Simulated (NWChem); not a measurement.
System: HfNH2Cl3; SMILES [NH2][Hf]([Cl])([Cl])[Cl]

```xyz
7

Hf    -0.0207     0.1204     0.0000
Cl     2.2514    -0.4940     0.0000
Cl    -1.0462    -0.6019    -1.9843
Cl    -1.0462    -0.6019     1.9843
N     -0.1322     2.1117     0.0000
H     -0.1445     2.7048    -0.8285
H     -0.1445     2.7048     0.8285
```
Atoms are numbered in this order, from 1.

Results from NWChem. All runs use the structure optimised with PBE0/def2-SVP. No frequency run checked for a minimum. def2 effective core potentials on Hf; no spin-orbit coupling.

Task: Among these, which level gives the highest value of “dipole (D)”?
(A) Hartree-Fock/def2-TZVP
(B) Hartree-Fock/def2-SVP
(C) Hartree-Fock/def2-SVPD
(D) Hartree-Fock/def2-TZVPP

Result: B, Hartree-Fock/def2-SVP. Values: Hartree-Fock/def2-TZVPP 2.63; Hartree-Fock/def2-TZVP 2.66; Hartree-Fock/def2-SVPD 2.72; Hartree-Fock/def2-SVP 2.87
